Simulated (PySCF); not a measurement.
# O⁺: excitation energy

O⁺ [He] 2s2 2p3 (4S) → O⁺ [He] 2s2 2p2 3s1 (4P), as a difference of total energies. All numbers are calculated (PySCF 2.14, the non-relativistic Hamiltonian (point nucleus), in aug-cc-pwCVTZ). Correlated levels: valence: 1s2 frozen; valence and next inner shell: nothing frozen. The calculations carry no spin-orbit coupling.

| method | excitation energy (eV) | error (eV) |
| --- | --- | --- |
| UHF | 22.758 | -0.229 |
| LDA | 23.224 | +0.237 |
| PBE | 22.921 | -0.066 |
| PBE0 | 23.041 | +0.054 |
| r2SCAN | 23.404 | +0.417 |
| PBEsol | 23.046 | +0.059 |
| TPSSh | 23.132 | +0.145 |
| revPBE | 22.905 | -0.082 |
| wB97M-V | 22.910 | -0.077 |
| MP2 (valence) | 23.134 | +0.147 |
| SCS-MP2 (valence) | 22.922 | -0.065 |
| MP2 (valence and next inner shell) | 23.172 | +0.185 |
| SCS-MP2 (valence and next inner shell) | 22.949 | -0.038 |

Reference: 22.987 eV (measured; NIST levels, between the centres of gravity of the two terms).

Errors of the correlated levels include the incompleteness of this basis and the frozen core.
